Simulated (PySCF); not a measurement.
Sn(OH)3(SH) (H4O3SSn), SMILES [OH][Sn]([OH])([OH])[SH].

The structure is a stationary point at PBE0-D3(BJ)/def2-SVP. The def2 effective core potentials stand for the cores of Sn; spin–orbit coupling is left out. Other conformers were not sampled.

Two levels are set side by side: TDDFT-PBE/def2-SVPD (PySCF) and TDDFT-ωB97X/def2-SVPD (PySCF). Vertical, same geometry. The lowest singlet is HOMO→LUMO 99 % with PBE and HOMO→LUMO 86 % with the other functional; states are paired by order. Differences are taken from unrounded values.

```json
[
 {"quantity": "lowest singlet excitation (eV)", "TDDFT-ωB97X": "5.14"},
 {"quantity": "lowest triplet excitation (TDA) (eV)", "TDDFT-ωB97X": "4.70"},
 {"quantity": "first bright state (f over 0.05) (eV)", "TDDFT-ωB97X": "6.40"},
 {"quantity": "its oscillator strength", "TDDFT-ωB97X": "0.10"}
]
```

What does TDDFT-PBE give, and how far is it from TDDFT-ωB97X? (Estimate from the structure and the level; the computed values follow.)


```
quantity                               TDDFT-PBE  TDDFT-PBE minus TDDFT-ωB97X
-------------------------------------  ---------  ---------------------------
lowest singlet excitation (eV)              4.00                        -1.14
lowest triplet excitation (TDA) (eV)        3.65                        -1.05
first bright state (f over 0.05) (eV)       4.90                        -1.50
its oscillator strength                     0.07                        -0.02
```

A lower first singlet is the usual sign of a functional without exact exchange. Differences between two approximate levels are no errors against the true value.

Rough cost on one machine, each run with all the roots and properties that it gave: TDDFT-ωB97X against TDDFT-PBE about 8 times.
